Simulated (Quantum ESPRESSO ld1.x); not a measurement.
Values are calculated unless marked as measured or tabulated.
The mean radii <r> (bohr) of the occupied orbitals of an atom or ion are listed with their occupations. Level of theory: Dirac Kohn-Sham, PBEsol, spin-unpolarised, spherical densities, point nucleus (ld1.x of Quantum ESPRESSO 7.5).

orbital  occ.      <r>
1s1/2       2  0.09622
2s1/2       2   0.4128

Name the element and its charge. Open shells, if any, fill j = l - 1/2 first.

Answer. Z = 16, sulfur, charge +12: S12+ in [He] 2s2. The 1s radius gives Z: for a bare nucleus <r> = (2 gamma + 1)/(2Z) with gamma = sqrt(1 - (Z/c)^2), 0.09332 bohr for Z = 16, and screening makes it slightly larger (0.09622 here). The occupations add up to 4, and the charge is Z minus that.
